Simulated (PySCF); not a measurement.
H9Si4, doublet, at a GFN2-xTB geometry; WB97X/6-31G* (PySCF).

PySCF was given this input:
```python
from pyscf import gto, scf, dft

mol = gto.M(
    atom='''
Si   -0.641284    2.181779    0.054815
Si    0.057974    0.012542   -0.353776
Si    2.165529   -0.555307    0.419552
Si   -1.564639   -1.634818   -0.227928
H     0.384270    3.151778   -0.343251
H    -0.963824    2.498413    1.453728
H    -1.851107    2.499564   -0.710887
H     3.172125    0.412344   -0.029490
H     2.577374   -1.867728   -0.088939
H     2.314220   -0.631626    1.880075
H    -1.053207   -2.917361   -0.722122
H    -2.729662   -1.293239   -1.050930
H    -2.096318   -1.910890    1.114537
''',
    basis='6-31g*',
    charge=0,
    spin=1,
    verbose=4,
)

mf = dft.UKS(mol)
mf.xc = 'wb97x'
mf.grids.atom_grid = (99, 590)
mf.grids.prune = None
mf.kernel()
```

It wrote (shortened):

```
PySCF version 2.14.0

[INPUT] verbose = 4
[INPUT] num. atoms = 13
[INPUT] num. electrons = 65
[INPUT] charge = 0
[INPUT] spin (= nelec alpha-beta = 2S) = 1
[INPUT] symmetry False subgroup None
[INPUT] Mole.unit = angstrom
[INPUT] Symbol           X                Y                Z      unit          X                Y                Z       unit  Magmom
[INPUT]  1 Si    -0.641284000000   2.181779000000   0.054815000000 AA   -1.211851128066   4.122964774327   0.103585337518 Bohr   0.0
[INPUT]  2 Si     0.057974000000   0.012542000000  -0.353776000000 AA    0.109554982346   0.023700945054  -0.668539749444 Bohr   0.0
[INPUT]  3 Si     2.165529000000  -0.555307000000   0.419552000000 AA    4.092256724803  -1.049378145054   0.792838375014 Bohr   0.0
[INPUT]  4 Si    -1.564639000000  -1.634818000000  -0.227928000000 AA   -2.956739193813  -3.089358283509  -0.430721496120 Bohr   0.0
[INPUT]  5 H      0.384270000000   3.151778000000  -0.343251000000 AA    0.726165057887   5.955997225429  -0.648650381983 Bohr   0.0
[INPUT]  6 H     -0.963824000000   2.498413000000   1.453728000000 AA   -1.821363392283   4.721316316053   2.747147779612 Bohr   0.0
[INPUT]  7 H     -1.851107000000   2.499564000000  -0.710887000000 AA   -3.498085257265   4.723491390822  -1.343381735514 Bohr   0.0
[INPUT]  8 H      3.172125000000   0.412344000000  -0.029490000000 AA    5.994447482886   0.779217229108  -0.055728023413 Bohr   0.0
[INPUT]  9 H      2.577374000000  -1.867728000000  -0.088939000000 AA    4.870530980575  -3.529494395182  -0.168070351793 Bohr   0.0
[INPUT] 10 H      2.314220000000  -0.631626000000   1.880075000000 AA    4.373241991991  -1.193600153155   3.552826843642 Bohr   0.0
[INPUT] 11 H     -1.053207000000  -2.917361000000  -0.722122000000 AA   -1.990272782475  -5.513013296487  -1.364612808523 Bohr   0.0
[INPUT] 12 H     -2.729662000000  -1.293239000000  -1.050930000000 AA   -5.158313592633  -2.443867523606  -1.985969876089 Bohr   0.0
[INPUT] 13 H     -2.096318000000  -1.910890000000   1.114537000000 AA   -3.961466889996  -3.611058754170   2.106169685694 Bohr   0.0

nuclear repulsion = 313.722098392141
number of shells = 50
number of NR pGTOs = 240
number of NR cGTOs = 90
basis = 6-31g*
ecp = {}

******** <class 'pyscf.dft.uks.UKS'> ********
method = UKS
initial guess = minao
damping factor = 0
level_shift factor = 0
DIIS = <class 'pyscf.scf.diis.CDIIS'>
diis_start_cycle = 1
diis_space = 8
diis_damp = 0
SCF conv_tol = 1e-09
SCF conv_tol_grad = None
SCF max_cycles = 50
direct_scf = True
direct_scf_tol = 1e-13
number electrons alpha = 33  beta = 32
XC library pyscf.dft.libxc version 7.1.2
    S. Lehtola, C. Steigemann, M. J. T. Oliveira, and M. A. L. Marques,  SoftwareX 7, 1–5 (2018)
XC functionals = wb97x
    J.-D. Chai and M. Head-Gordon,  J. Chem. Phys. 128, 084106 (2008)
radial grids:
    Treutler-Ahlrichs [JCP 102, 346 (1995); DOI:10.1063/1.469408] (M4) radial grids

becke partition: Becke, JCP 88, 2547 (1988); DOI:10.1063/1.454033
pruning grids: None
grids dens level: 3
symmetrized grids: False
atomic radii adjust function: <function treutler_atomic_radii_adjust>
User specified grid scheme (99, 590)
small_rho_cutoff = 0
Set gradient conv threshold to 3.16228e-05
tot grids = 759336
init E= -1162.91790510362

cycle= 1 E= -1163.20205313359  delta_E= -0.284  |g|= 0.151  |ddm|= 2.04
cycle= 2 E= -1163.22750063186  delta_E= -0.0254  |g|= 0.0492  |ddm|= 0.349
cycle= 3 E= -1163.23044307611  delta_E= -0.00294  |g|= 0.0183  |ddm|= 0.122
cycle= 4 E= -1163.23094533593  delta_E= -0.000502  |g|= 0.00391  |ddm|= 0.0557
cycle= 5 E= -1163.23097581801  delta_E= -3.05e-05  |g|= 0.00146  |ddm|= 0.0134
cycle= 6 E= -1163.23098148617  delta_E= -5.67e-06  |g|= 0.000484  |ddm|= 0.00605
cycle= 7 E= -1163.23098223069  delta_E= -7.45e-07  |g|= 0.000133  |ddm|= 0.00263
cycle= 8 E= -1163.23098227884  delta_E= -4.82e-08  |g|= 4.02e-05  |ddm|= 0.000679
cycle= 9 E= -1163.23098228306  delta_E= -4.22e-09  |g|= 8.79e-06  |ddm|= 0.000229
cycle= 10 E= -1163.23098228329  delta_E= -2.21e-10  |g|= 2.46e-06  |ddm|= 5.03e-05
Extra cycle  E= -1163.23098228331  delta_E= -2.27e-11  |g|= 1.26e-06  |ddm|= 1.01e-05
converged SCF energy = -1163.23098228331  <S^2> = 0.75443053  2S+1 = 2.0044256
```
